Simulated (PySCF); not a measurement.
Run times: lanthanum in x2c-TZVPall-2c with one added diffuse shell each of s, p, d type

Measured wall times of calculations with PySCF 2.14 in x2c-TZVPall-2c with one added diffuse shell each of s, p, d type (12s12p11d2f, 117 functions), with two-component X2C-1e, run from one Python driver. Hardware: 1 thread of Intel(R) Xeon(R) Platinum 8488C on a shared host, 1.3 GiB allowed. The two-electron integrals over 117 functions were computed once and kept in memory (13 CPU seconds with the set-up); the times below exclude them.

Launch command (the driver calls PySCF for each step listed in the task file):

```bash
OMP_NUM_THREADS=1 python sorun2.py TASK.json OUT
```

```json
{"species": "La [Xe] 5d1 6s2", "step": "GHF, spin-free", "iterations": "26", "wall time (s)": "22"}
{"species": "La [Xe] 5d1 6s2", "step": "GMP2 (29 electrons), spin-free", "iterations": "", "wall time (s)": "6.6"}
{"species": "La [Xe] 5d1 6s2", "step": "GHF, screened spin-orbit", "iterations": "26", "wall time (s)": "20"}
{"species": "La [Xe] 5d1 6s2", "step": "GMP2 (29 electrons), screened spin-orbit", "iterations": "", "wall time (s)": "3.8"}
{"species": "La⁺ [Xe] 5d2", "step": "GHF, spin-free", "iterations": "8", "wall time (s)": "7.5"}
{"species": "La⁺ [Xe] 5d2", "step": "GMP2 (28 electrons), spin-free", "iterations": "", "wall time (s)": "3.3"}
{"species": "La⁺ [Xe] 5d2", "step": "GMP2 (28 electrons), screened spin-orbit", "iterations": "", "wall time (s)": "3.5"}
```

**Question.** Roughly how long does GHF, screened spin-orbit take for La⁺ [Xe] 5d2 here?

**Answer.** About 33 s.

Peak memory of the process: 0.69 GiB. Times on a shared host vary from run to run.
